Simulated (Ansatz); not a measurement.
Geometry optimisation, Ansatz 0.2.0, RKS LDA/6-31G*.

The input (input.yaml):

```yaml
crystal:
  periodic: [false, false, false]
  atoms:
    - { symbol: C, position_ang: [-0.59458, 0.96214, 0.18477] }
    - { symbol: Si, position_ang: [0.48494, -0.41386, 0.48832] }
    - { symbol: O, position_ang: [1.3528, -0.92814, 1.63922] }
    - { symbol: O, position_ang: [0.746, -1.2665, -0.95981] }
    - { symbol: H, position_ang: [-0.98221, 1.54675, 1.01288] }
    - { symbol: H, position_ang: [-1.24229, 0.99931, -0.68944] }
    - { symbol: H, position_ang: [0.23534, -0.8997, -1.67593] }
total_charge: -1
basis:
  gaussian: { orbitals: "6-31G*" }
hamiltonian:
  xc: lda
relax:
  f_tol: 0.02
  max_steps: 50
```

Run as:

```bash
$ ansatz run input.yaml --threads 1 --pin off --max-ram 2048MiB --backend cpu --events-out ev --progress --plain --runs-dir out
```

Problem. Where does it end, and by what steps?

Solution. The run converged. Limits of this set-up: an anion without diffuse functions, the dipole of an ion depends on the origin. After 11 steps the energy has fallen by 0.098 eV; H7 moved furthest, 0.16 Å.

```csv
step,energy less start (eV),largest force component (eV/Å),accepted
0,0.0000,1.616,yes
1,-0.0632,0.822,yes
2,-0.0750,0.547,yes
3,-0.0944,0.159,yes
4,-0.0968,0.064,yes
5,-0.0970,0.043,yes
6,-0.0975,0.036,yes
7,-0.0976,0.030,yes
8,-0.0977,0.036,yes
9,-0.0978,0.026,yes
10,-0.0977,0.024,no
11,-0.0978,0.002,yes
```

```xyz
7
Properties=species:S:1:pos:R:3
C -0.645 0.861 0.202
Si 0.481 -0.431 0.470
O 1.350 -0.895 1.676
O 0.686 -1.315 -0.969
H -0.892 1.591 0.982
H -1.255 0.933 -0.711
H 0.273 -0.745 -1.650
```

Run time: 14 s on 1 CPU thread of a shared host.
